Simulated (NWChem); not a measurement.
# Correlation energy of F₃Si

```
Si
F 1 1.6265
F 1 1.6265 2 107.83
F 1 1.6265 2 107.83 3 116.18
```
Charge 0, spin multiplicity 2.

All runs are NWChem calculations. All single points use one geometry, from UPBE/def2-SVP, a minimum by its harmonic frequencies.

Basis set: 3-21G. Each correlation energy counts from its own Hartree-Fock reference.

The correlated methods keep 8 core orbitals frozen. The structure started from a generated list of species. The unpaired electrons of the parent sit in orbitals of symmetry a' (Cs labels of the run); other states weren't searched. The stability of the SCF solutions was not checked. Open-shell Hartree-Fock references start from PBE0 orbitals. Coupled-cluster values serve here as a point of comparison, not as the truth.

Question: One of these methods gave a correlation energy of -392.5 mHa. Which?
A) CCSD on ROHF
B) UMP2
C) CCSD[T] on UHF
D) SCS-UMP2

Answer: B, UMP2. The others give -378.6 (SCS-UMP2), -400.2 (CCSD[T] on UHF), -394.1 (CCSD on ROHF).
